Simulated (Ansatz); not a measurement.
`C[S][Ga]([F])[F]`, charge 0, multiplicity 1.

Question: Give a relaxed structure at PBE0-D4/def2-TZVP (the Gaussian-basis code of Ansatz). (An estimate is asked.)

Answer: Ansatz gave: 
Z-matrix (Å, degrees):
```
C
S 1 1.824
H 1 1.088 2 111.3
H 1 1.087 2 111.5 3 123.3
H 1 1.089 2 105.5 3 -118.3
Ga 2 2.159 1 100.1 3 -65.1
F 6 1.738 2 124.4 1 179.5
F 6 1.745 2 121.2 1 -0.7
```
